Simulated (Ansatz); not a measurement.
1,2-elimination

Start structure (Si2H6S2, singlet), relaxed at PBE0-D4/def2-TZVP:

```
10
angstrom
Si -0.2011 0.0613 -0.7444
S 1.2127 1.5879 -1.2463
S 0.4792 -1.9167 -1.1888
H 0.7366 -1.6616 -2.4837
H -1.3763 0.4279 -1.5763
Si -0.6850 0.0796 1.5430
H 2.1608 1.1390 -0.4058
H -1.3397 1.3684 1.8872
H 0.5917 -0.0380 2.2973
H -1.5790 -1.0481 1.9177
```

The step: Si₂H₆S₂ ([SiH3][SiH]([SH])[SH]) → Si₂H₄S ([SiH3][SiH][S]) + H₂S (still joined by a long Si–S bond); bonds formed: S2–H4; bonds broken: S3–H4; bonds weakened to dative contacts: Si1–S2. Ansatz 0.2.0; basis: def2-TZVPP and def2-QZVPP; cores frozen in the correlated methods. Extrapolation: Hartree–Fock as exp(−7.88 √X), correlation as X^−2.97. Energies below are by CCSD(T) at an estimated basis limit (MP2 extrapolated from triple and quadruple zeta, plus CCSD(T) − MP2 in triple zeta).

Problem. What are the electronic barrier and the energy of the step, from the start structure to the end structure? (Judge from chemistry; the value comes from the calculation.)

Solution. Computed: Barrier 37.81 kcal/mol; step energy 32.00 kcal/mol (uphill); reverse barrier, their difference, 5.81 kcal/mol. Barrier and step energy count from the start structure, the reverse barrier from the end structure.

The saddle point: One imaginary mode of 570i cm⁻¹.
```
  pair  start (Å)  saddle (Å)  end (Å)
 S2–H4       3.51        1.46     1.35
Si1–S2       2.14        2.37     2.53
 S3–H4       1.34        2.04     3.35
```

Zero-point energy (harmonic, PBE0-D4): ZPE is 33.43 kcal/mol at the start and 31.93 kcal/mol at the saddle, so the barrier goes from 37.81 to 36.31 kcal/mol.

First-order rate constant out of the start structure at 298 K by transition-state theory, with harmonic vibrational free energies alone and no tunnelling: ΔA‡ = 36.70 kcal/mol, so k = (kB T/h) exp(−ΔA‡/kB T) ≈ 10^-14 s⁻¹ (an order of magnitude at best: rotation, the number of equivalent paths and anharmonicity are left out).

No T1 diagnostic of these runs exceeds 0.016.

Labels in which every atom is bracketed show which atoms are joined, not bond orders.

For scale, one of the runs: CCSD(T)/def2-TZVPP, 252 basis functions, launched by `ansatz run in.yaml --threads 4 --pin off --events-out ev --progress --plain --max-ram 9574MiB`. Hardware: 4 CPU threads of an Arm Neoverse V2, shared host. Wall time 67 s; peak host memory 4.6 GiB.
